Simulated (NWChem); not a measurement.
System: Si2H5O2Cl; SMILES O[SiH2]O[SiH2]Cl

NWChem input:

```
start job
memory heap 200 mb stack 900 mb global 1100 mb
geometry units angstroms noautosym nocenter noautoz
  O      1.276483    -1.481341    -0.596774
  Si    -0.188996    -1.866591     0.066534
  O     -1.182012    -0.521134     0.093458
  Si    -1.037568     1.112383     0.019383
  Cl     0.803827     1.653224     0.833629
  H      1.781790    -0.792598    -0.150014
  H     -0.065719    -2.342184     1.472435
  H     -0.801831    -2.887183    -0.814575
  H     -1.050433     1.597922    -1.383289
  H     -2.096187     1.745700     0.841674
end
basis spherical
  * library sto-3g
end
dft
  xc hfexch
  iterations 150
end
property
  shielding
  efieldgrad
end
task dft property
```

STO-3G and 3-21G are far too small for this property and stand as cheap habits. All runs use the structure optimised with PBE0/def2-SVP.

GIAO values for the isolated, static molecule; σ is the absolute isotropic shielding, δ = σ(reference) − σ with the isolated reference molecule computed at the same levels (1H: tetramethylsilane, 17O: water, 29Si: tetramethylsilane).

Atoms are numbered as in the input.

Problem. Give the results of this calculation. (Hartree-Fock/STO-3G, GIAO.) Quantities: δ O1 (ppm); δ Si2 (ppm); δ O3 (ppm); δ Si4 (ppm); δ H8 (ppm); δ H9 (ppm); δ H10 (ppm).

Solution. 
| Quantity | Value |
|---|---|
| δ O1 (ppm) | -80.6 |
| δ Si2 (ppm) | -14.3 |
| δ O3 (ppm) | -166.8 |
| δ Si4 (ppm) | -13.3 |
| δ H8 (ppm) | 2.79 |
| δ H9 (ppm) | 2.79 |
| δ H10 (ppm) | 3.01 |
